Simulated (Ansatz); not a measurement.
ClGeH7Si2, SMILES `Cl[SiH2][SiH2][GeH3]`, charge 0, multiplicity 1.

Task: Give a relaxed structure at PBE0-D4/def2-TZVP (Ansatz 0.2.0). (An estimate is asked.)

Result: Ansatz gave: 
```xyz
11

Cl    0.701   -2.762    0.070
Si   -0.986   -1.645   -0.349
Si   -0.707    0.467    0.607
Ge    1.361    1.395   -0.119
H    -1.108   -1.554   -1.826
H    -2.158   -2.381    0.188
H    -1.840    1.342    0.193
H    -0.723    0.339    2.090
H     2.531    0.540    0.389
H     1.404    1.432   -1.655
H     1.524    2.829    0.412
```
This is one stationary point; other conformers may exist.
